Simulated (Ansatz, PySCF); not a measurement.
BBr2, SMILES Br[B]Br, multiplicity 2. Atoms are numbered in the order given.

```xyz
3

Br     0.0000    -1.6871    -0.0473
B      0.0000     0.0000     0.8021
Br     0.0000     1.6871    -0.0473
```
Charge 0, spin multiplicity 2.

Coordinates come from a B3LYP-D3(BJ)/def2-TZVP optimisation. The isomer is the one that the SMILES or the coordinates give; other isomers of the formula were not compared.

Two levels are set side by side: PBE-D3(BJ)/def2-TZVP (Ansatz, a program for electronic structure) and B3LYP-D3(BJ)/def2-TZVP (Ansatz). Each level has its own optimised geometry; the coordinates shown are those of the second. Frequencies come from the Hessian of PySCF at each geometry. Differences are taken from unrounded values.

| quantity | B3LYP-D3(BJ) |
|---|---|
| mean bond length (Å) | 1.889 |
| bond Br1–B2 (Å) | 1.889 |
| bond B2–Br3 (Å) | 1.889 |
| highest harmonic wavenumber (cm⁻¹) | 838 |
| mean harmonic wavenumber (cm⁻¹) | 519 |
| zero-point energy (kcal/mol) | 2.22 |

Task: What does PBE-D3(BJ) give, and how far is it from B3LYP-D3(BJ)? (An estimate is asked for; the answer gives what the named calculation found.)

Result: 
```tsv
quantity	PBE-D3(BJ)	PBE-D3(BJ) minus B3LYP-D3(BJ)
mean bond length (Å)	1.891	0.002
bond Br1–B2 (Å)	1.891	0.002
bond B2–Br3 (Å)	1.891	0.002
highest harmonic wavenumber (cm⁻¹)	837	-1
mean harmonic wavenumber (cm⁻¹)	516	-3
zero-point energy (kcal/mol)	2.21	-0.01
```

Here PBE gives about what the other level gives.
